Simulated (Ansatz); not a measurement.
`N#[C][Sn]([F])([F])[F]` at its PBE0-D4/def2-TZVP geometry, where that method's forces vanish. Charge 0, multiplicity 1. Sn takes the def2 core potential.

```xyz
6

N     1.6867    0.9506    1.8501
C     0.9633    0.5441    1.0530
Sn   -0.3399   -0.1915   -0.3730
F    -1.9740    0.7349   -0.3465
F    -0.7133   -2.0094   -0.0818
F     0.3773   -0.0287   -2.1017
```

**Question.** What forces (eV/Å) does PBE-D4/def2-TZVPP give on these atoms in Ansatz? (Estimate.)

**Answer.** The calculation gave: 
```
N1   1.014  0.571  1.114
C2  -0.794 -0.447 -0.871
Sn3  0.313  0.177  0.340
F4  -0.675  0.383  0.011
F5  -0.154 -0.751  0.120
F6   0.296  0.067 -0.714
```
